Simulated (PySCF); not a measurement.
GeF3Br, SMILES [F][Ge]([F])([F])[Br].

Coordinates come from a PBE-D3(BJ)/def2-SVP optimisation.

The numbers are results of PBE-D3(BJ)/def2-SVP (PySCF), not measurements.

Frequencies are harmonic and unscaled.

Modes within 1.5 cm⁻¹ of each other (mostly degenerate sets) share a row, with their intensities summed.

Give all harmonic wavenumbers and intensities. (The exact figures need the calculation; the answer reports its results.)


| mode | ν (cm⁻¹) | IR (km/mol) | moving atoms (share of kinetic energy) |
|---|---|---|---|
| 1–2 | 143 | 2.8 | F 77 %, Br 12 %, Ge 11 % |
| 3–4 | 225 | 32.4 | F 79 %, Ge 20 % |
| 5 | 227 | 20.6 | F 69 %, Br 30 % |
| 6 | 339 | 67.6 | Ge 53 %, Br 32 %, F 16 % |
| 7 | 697 | 64.6 | F 88 %, Ge 12 % |
| 8–9 | 746 | 140.4 | F 74 %, Ge 26 % |
